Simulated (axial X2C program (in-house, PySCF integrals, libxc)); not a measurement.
GaN: nuclear properties from DFT to coupled cluster

Computed with an axial X2C code built on PySCF integrals: two-component X2C with atomic mean-field Coulomb and Gaunt terms, Gaussian nuclei, basis Ga dyall-acv3z, N dyall-av3z with contracted cores.

R = 1.843 Å (near the PBE0 minimum at charge 0 of the determinant lowest at the starting distance; the state shown can have its own minimum elsewhere); state Ω = 1 (⟨Sz⟩ = 1.00, ⟨Lz⟩ = 0.00 at PBE0).

```tsv
level	Eeff magnitude (GV/cm)	Ws magnitude Ga (kHz)	A∥/gI Ga (MHz)	qzz Ga (a.u.)	A∥/gI N (MHz)	μ (D)
PBE0	0.0964	0.0543	-13.9	-4.20	-92.1	-1.19
HF	0.299	0.135	-13.6	-4.41	-41.8	-1.23
B3LYP	0.121	0.0655	-8.53	-4.14	-79.2	-1.29
```

Eeff is the effective electric field on the electron electric dipole moment in this Ω state and Ws the scalar–pseudoscalar constant of the nucleus named (defined with the proton number Z and per Ω); A∥ (defined per Ω) follows by multiplying with gI = μI/(I μN); qzz is the electric field gradient, eQq0 = 234.96 MHz × Q/barn × qzz; μ is positive if the N end (last atom) is positive. The operators were transformed with the bare-nucleus X2C matrices; with these basis sets, hyperfine constants and field gradients can be off by tens of per cent, and where levels differ in sign neither size nor sign is settled.

Finite-field MP2, CCSD and CCSD(T), with 18 electrons correlated in 130 natural virtual spinors (MP2 remainder added):

| level | Eeff magnitude (GV/cm) | Ws magnitude Ga (kHz) | A∥/gI Ga (MHz) | qzz Ga (a.u.) | A∥/gI N (MHz) | μ (D) |
| --- | --- | --- | --- | --- | --- | --- |
| MP2 | 0.228 | 0.0838 | -29 | -4.28 | -64 | -1.41 |
| CCSD | 0.165 | 0.0815 | -22.7 | -4.17 | -65.5 | -1.34 |
| CCSD(T) | 0.175 | 0.0864 | -21.1 | -4.10 | -65 | -1.32 |

T1 = 0.016 (Lee–Taylor). One unrestricted determinant, the lowest of a limited PBE0 search, is the reference; the functionals treat spin collinearly. With several open shells it need not be a pure state. The sign of Eeff is opposite to CCSD(T) at MP2. Eeff spreads by more than a factor of two over the levels. Correlation of the inner shells is missing, which matters for properties at the nucleus. Number of frozen shells: Ga 3 s, 2 p; N 1 s.

Task: By how much does correlation change each value, CCSD(T) against HF?

Result: Eeff magnitude -41 %; Ws magnitude Ga -36 %; A∥/gI Ga 55 %; qzz Ga -7 %; A∥/gI N 56 %; μ 7 %.
